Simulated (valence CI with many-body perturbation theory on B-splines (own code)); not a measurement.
Results of a calculation; reference values are marked as such.
**W LII: what the settings do**

Level of theory: configuration interaction combined with many-body perturbation theory (CI+MBPT): five valence electrons over a frozen Dirac-Fock core [Ar], a basis of 6 s, 6 p, 5 d, 5 f, 1 g functions for each j, with the one-electron correlation potential Σ1, the two-electron term Σ2, the three-electron term Σ3, Breit, model QED; selected CI, second order for the rest, scaled by the run's own slope (own B-spline code, finite nucleus).

The last digits are not significant, and no measured levels were compared; by estimate large intervals hold to a few tenths of a per cent, small ones and those within an open d or f shell to about a per cent. Among the levels kept, up to 410 cm⁻¹ of a level comes from second order outside the variational space, and about a tenth of that is noise between levels of different J, which matters for small intervals. Only levels of the ground parity were solved; by the run's estimate the other parity begins above the list, which can be wrong where configurations are misplaced.

The reference run has the lowest level (3d3/2^4 3d5/2) J=5/2 and an ionisation energy of 4706.12 eV. Its largest variational space holds 9998 state functions.

Levels are named by their leading jj configuration (3d3/2^4 stands for four electrons in 3d with j = 3/2), which in mixed levels can hold well under half, so a name can repeat and another be missing. Letters in brackets count levels of one name in rising energy.

Changed runs:
A. Breit term on → off; QED terms on → off
B. QED terms on → off; shift of the energy in Σ1 (hartree) 0 → 34.844
C. lowest core n in screening and Σ2 1 → 4
D. correlating orbitals by l 3 3 3 3 1 → 0 0 0 0 0 (bad on purpose)

Excitation energies of the reference run in cm⁻¹, and shifts in cm⁻¹:

| Level | Reference | A | B | D |
| --- | --- | --- | --- | --- |
| (3d3/2^3 3d5/2^2) J=5/2 [a] | 470819 | +10755 | -163 | -1736 |
| (3d3/2^3 3d5/2^2) J=7/2 [a] | 565105 | +16404 | -162 | -453 |
| (3d3/2^3 3d5/2^2) J=11/2 | 575494 | +28394 | -163 | -847 |
| (3d3/2^3 3d5/2^2) J=3/2 [a] | 580208 | +9061 | -163 | -73 |
| (3d3/2^3 3d5/2^2) J=9/2 | 620455 | +21478 | -166 | +3.7 |
| (3d3/2^3 3d5/2^2) J=5/2 [b] | 650593 | +16216 | -167 | +701 |
| (3d3/2^3 3d5/2^2) J=1/2 | 679885 | +11231 | -174 | +923 |
| (3d3/2^3 3d5/2^2) J=7/2 [b] | 686944 | +16740 | -165 | +1043 |
| (3d3/2^3 3d5/2^2) J=3/2 [b] | 824172 | +8793 | -177 | +3153 |
| (3d3/2^2 3d5/2^3) J=5/2 [a] | 1027680 | +20977 | -325 | -1887 |
| (3d3/2^2 3d5/2^3) J=7/2 [a] | 1097710 | +27615 | -329 | -1338 |
| (3d3/2^2 3d5/2^3) J=11/2 | 1100990 | +38865 | -329 | -1840 |
| Ionisation energy (eV) | 4706.12 | +1.94 | +0.14 | -0.58 |

Run C: It gave no result: the setting left no core shell for the response of the core. The program said: "need at least one array to concatenate".
